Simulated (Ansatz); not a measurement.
CH2AlN2, SMILES `[C-]#[N+][Al-][NH2]` (lower singlet) (charge -1, multiplicity 1). This singlet lies 1.74 eV below the relaxed triplet at the level frozen-core CCSD(T)/aug-cc-pVDZ // PBE0-D3(BJ)/def2-TZVPD (Ansatz, a quantum-chemistry and plane-wave program).

Level of theory: r2SCAN/aug-cc-pVTZ // PBE0-D3(BJ)/def2-TZVPD (Ansatz).

Ansatz 0.2 input:
```yaml
crystal:
  periodic: [false, false, false]
  atoms:
    - { symbol: C, position_ang: [2.621721, -0.450955, -0.319698] }
    - { symbol: N, position_ang: [1.596821, 0.081739, -0.49635] }
    - { symbol: Al, position_ang: [0.032731, 1.201318, -0.909237] }
    - { symbol: N, position_ang: [-1.160183, -0.025355, -0.250063] }
    - { symbol: H, position_ang: [-2.159047, 0.116972, -0.245587] }
    - { symbol: H, position_ang: [-0.93205, -0.923723, 0.154907] }
basis:
  gaussian: { orbitals: aug-cc-pVTZ }
hamiltonian:
  xc: r2scan
total_charge: -1
```

Output:

```
Functional definition: r2SCAN
1087 factors; their error is unknown
mean field evaluation 1: about -10640.6676 eV, gradient 5.5e1 eV
mean field evaluation 2: about -10610.9400 eV, gradient 1.1e2 eV
mean field evaluation 4: about -10646.5662 eV, gradient 9.5e0 eV
mean field evaluation 8: about -10646.7986 eV, gradient 6.7e-2 eV
mean field evaluation 16: about -10646.7694 eV, gradient 4.2e-5 eV
mean field -10646.76940620 eV, -391.2615590384 hartree, gradient 1.9e-5 eV, S^2 0.000000; 0 other end points of the search recorded, 0 dependent functions left out
reference -10646.76942795 eV, -391.2615598376 hartree; 18, 18 occupied and 216, 216 virtual orbitals, 1087 factors
Total energy: -10646.76942795 eV, -391.2615598376 hartree
```
